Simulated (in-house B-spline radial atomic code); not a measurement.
Rh: [Kr] 4d8 5s1

Level of theory: non-relativistic wB97X, spin-polarised, spherical fractional occupations, point nucleus; calculated with an all-electron radial atomic-structure program (B-spline basis).

Effective charges: Z_r = [3n² - l(l+1)]/(2<r>) from the radius, Z_e = n√(-2ε) from the energy, and Slater's rules. Values are occupation-weighted means over spin.

```
shell  electrons   ε (eV)  <r> (bohr)    Z_r    Z_e  Slater
   1s          2   -22429     0.03385  44.32  40.60   44.70
   2s          2  -3206.2      0.1472  40.76  30.70   40.85
   2p          6  -2971.1       0.126  39.69  29.55   40.85
   3s          2  -579.27      0.4024  33.55  19.57   33.75
   3p          6  -485.92      0.3954  31.61  17.93   33.75
   3d         10  -314.31      0.3696  28.41  14.42   23.85
   4s          2  -83.946       1.012  23.72   9.94   17.25
   4p          6  -55.163       1.098  20.95   8.05   17.25
   4d          8  -9.4256        1.57  13.38   3.33    6.55
   5s          1  -6.5294       3.419  10.97   3.46    3.40
```

The least bound orbital is 4d down at -6.268 eV, while the most diffuse is 5s up (<r> = 3.419 bohr against 1.64 bohr): energy order and size order differ.

Caution: exact exchange at fractional occupations of open shells leaves self-interaction of up to several eV.
